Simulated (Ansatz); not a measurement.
`O[BH][SnH2][F]` → `[BH]O`• + `[F][SnH2]`• at 600 K and 1 bar (homolysis of the B–Sn bond).

Program: Ansatz. Geometries: PBE0-D4/def2-TZVP. ΔE: electronic, gas phase. CBS: MP2 limit from def2 TZ/QZ plus the TZ coupled-cluster correction, frozen cores. This one scheme is used for every species. Open shells (•) are unrestricted, without spin–orbit coupling. Elements past krypton have def2 core potentials. For Sn outer-core shells are correlated without core-valence functions, which leaves a few kJ/mol of doubt a bond. Each species was taken in one conformer, which may not be the lowest.

```
         species  CCSD(T)/CBS energy (Eh)  H − E (kJ/mol)  S (J/(mol·K))
`O[BH][SnH2][F]`               -416.25065           167.9          408.7
        `[BH]O`•               -101.12826            87.9          264.4
    `[F][SnH2]`•               -314.99536            65.7          315.7
```

H − E and S are ideal-gas, rigid-rotor, harmonic terms from PBE0-D4/def2-TZVP, for one conformer and one mirror image of each species, with the whole ground term of open shells counted as degenerate. 1 Eh = 2625.50 kJ/mol, R = 8.31446 J/(mol·K).

Task: By hand: ΔE, ΔH, ΔS and ΔG.

Result: ΔE = (-101.12826) + (-314.99536) − (-416.25065) = 0.12703 Eh = 333.5 kJ/mol. Δ(H − E) = 87.9 + 65.7 − 167.9 = -14.3, so ΔH = 319.2 kJ/mol. ΔS = 264.4 + 315.7 − 408.7 = 171.4 J/(mol·K). ΔG = 319.2 − 600 × (171.4)/1000 = 216.4 kJ/mol.

Task: By hand: the equilibrium constant, and the temperature at which ΔG would vanish if ΔH and ΔS stayed fixed.

Result: log₁₀ K = −ΔG/(RT ln 10) = -18.8. ΔG = 0 at ΔH/ΔS = 1862 K.

The number of gas molecules changes by +1, which sets the sign of ΔS. A doubt of 5 kJ/mol in ΔE shifts log₁₀ K by 0.4 here. Other conformers and mirror images would add mixing entropy, several J/(mol·K) or more a flexible species. These are equilibria of isolated gas molecules and say nothing of rates. Largest T1 diagnostic: 0.017 (customary marks: 0.02 for closed shells, 0.045 for open ones).
